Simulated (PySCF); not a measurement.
C₃H₆O, charge -1, doublet, at a GFN2-xTB geometry (a state made from the parent by changing its charge; the spin is typed, not shown lowest) (in this run its highest filled SCF level lies above zero, so its values depend strongly on the basis, on diffuse functions most of all); R2SCAN/STO-3G run with PySCF.

Input for PySCF:
```python
from pyscf import gto, scf, dft

mol = gto.Mole()
mol.atom = '''
    C    -1.230008   -0.018156   -0.704021
    C    -0.022944    0.163945    0.205020
    C     1.288667    0.163128   -0.567117
    O    -0.059044   -0.270273    1.444134
    H    -1.225584   -0.978449   -1.264640
    H    -1.278779    0.780097   -1.459339
    H    -2.146882    0.008630   -0.114040
    H     2.123299    0.315979    0.118069
    H     1.481888   -0.783577   -1.117473
    H     1.304118    0.966003   -1.318943
'''
mol.basis = 'sto-3g'
mol.charge = -1
mol.spin = 1
mol.verbose = 4
mol.build()

mf = dft.UKS(mol)
mf.xc = 'r2scan'
mf.kernel()
```

What the program printed (banner, timings and long lists left out):

```
PySCF version 2.14.0

[INPUT] verbose = 4
[INPUT] num. atoms = 10
[INPUT] num. electrons = 33
[INPUT] charge = -1
[INPUT] spin (= nelec alpha-beta = 2S) = 1
[INPUT] symmetry False subgroup None
[INPUT] Mole.unit = angstrom
[INPUT] Symbol           X                Y                Z      unit          X                Y                Z       unit  Magmom
[INPUT]  1 C     -1.230008000000  -0.018156000000  -0.704021000000 AA   -2.324378251024  -0.034309867518  -1.330406875942 Bohr   0.0
[INPUT]  2 C     -0.022944000000   0.163945000000   0.205020000000 AA   -0.043357876202   0.309811149492   0.387431650058 Bohr   0.0
[INPUT]  3 C      1.288667000000   0.163128000000  -0.567117000000 AA    2.435227695765   0.308267243248  -1.071695810585 Bohr   0.0
[INPUT]  4 O     -0.059044000000  -0.270273000000   1.444134000000 AA   -0.111576989299  -0.510741948865   2.729017747173 Bohr   0.0
[INPUT]  5 H     -1.225584000000  -0.978449000000  -1.264640000000 AA   -2.316018102649  -1.849000636855  -2.389823246170 Bohr   0.0
[INPUT]  6 H     -1.278779000000   0.780097000000  -1.459339000000 AA   -2.416542083845   1.474169680595  -2.757751032897 Bohr   0.0
[INPUT]  7 H     -2.146882000000   0.008630000000  -0.114040000000 AA   -4.057019001758   0.016308336455  -0.215504367245 Bohr   0.0
[INPUT]  8 H      2.123299000000   0.315979000000   0.118069000000 AA    4.012453590563   0.597113771114   0.223118073801 Bohr   0.0
[INPUT]  9 H      1.481888000000  -0.783577000000  -1.117473000000 AA    2.800362467279  -1.480745927508  -2.111717921596 Bohr   0.0
[INPUT] 10 H      1.304118000000   0.966003000000  -1.318943000000 AA    2.464425854116   1.825481105508  -2.492441043912 Bohr   0.0

nuclear repulsion = 116.711100334701
number of shells = 18
number of NR pGTOs = 78
number of NR cGTOs = 26
basis = sto-3g
ecp = {}

******** <class 'pyscf.dft.uks.UKS'> ********
method = UKS
initial guess = minao
damping factor = 0
level_shift factor = 0
DIIS = <class 'pyscf.scf.diis.CDIIS'>
diis_start_cycle = 1
diis_space = 8
diis_damp = 0
SCF conv_tol = 1e-09
SCF conv_tol_grad = None
SCF max_cycles = 50
direct_scf = True
direct_scf_tol = 1e-13
number electrons alpha = 17  beta = 16
XC library pyscf.dft.libxc version 7.1.2
    S. Lehtola, C. Steigemann, M. J. T. Oliveira, and M. A. L. Marques,  SoftwareX 7, 1–5 (2018)
XC functionals = r2scan
    J. W. Furness, A. D. Kaplan, J. Ning, J. P. Perdew, and J. Sun,  J. Phys. Chem. Lett. 11, 8208–8215 (2020)
    J. W. Furness, A. D. Kaplan, J. Ning, J. P. Perdew, and J. Sun,  J. Phys. Chem. Lett. 11, 9248–9248 (2020)
    J. W. Furness, A. D. Kaplan, J. Ning, J. P. Perdew, and J. Sun,  J. Phys. Chem. Lett. 11, 8208–8215 (2020)
    J. W. Furness, A. D. Kaplan, J. Ning, J. P. Perdew, and J. Sun,  J. Phys. Chem. Lett. 11, 9248–9248 (2020)
radial grids:
    Treutler-Ahlrichs [JCP 102, 346 (1995); DOI:10.1063/1.469408] (M4) radial grids

becke partition: Becke, JCP 88, 2547 (1988); DOI:10.1063/1.454033
pruning grids: <function nwchem_prune>
grids dens level: 3
symmetrized grids: False
atomic radii adjust function: <function treutler_atomic_radii_adjust>
small_rho_cutoff = 0
Set gradient conv threshold to 3.16228e-05
tot grids = 115288
init E= -190.649792554833

cycle= 1 E= -190.219547730369  delta_E= 0.43  |g|= 0.408  |ddm|=  2.8
cycle= 2 E= -189.589234037852  delta_E= 0.63  |g|= 1.18  |ddm|= 2.49
cycle= 3 E= -190.369989434998  delta_E= -0.781  |g|= 0.135  |ddm|= 1.73
cycle= 4 E= -190.381197145546  delta_E= -0.0112  |g|= 0.0588  |ddm|= 0.218
cycle= 5 E= -190.383347185279  delta_E= -0.00215  |g|= 0.00952  |ddm|= 0.0775
cycle= 6 E= -190.383406953592  delta_E= -5.98e-05  |g|= 0.00229  |ddm|= 0.0172
cycle= 7 E= -190.383410220159  delta_E= -3.27e-06  |g|= 0.000239  |ddm|= 0.00354
cycle= 8 E= -190.383410289933  delta_E= -6.98e-08  |g|= 6.09e-05  |ddm|= 0.00075
cycle= 9 E= -190.383410293288  delta_E= -3.35e-09  |g|= 9.54e-06  |ddm|= 0.000133
cycle= 10 E= -190.383410293403  delta_E= -1.16e-10  |g|= 3.22e-06  |ddm|= 2.7e-05
Extra cycle  E= -190.383410293406  delta_E= -2.73e-12  |g|= 3.83e-06  |ddm|= 1.05e-05
converged SCF energy = -190.383410293406  <S^2> = 0.75123076  2S+1 = 2.0012304
```
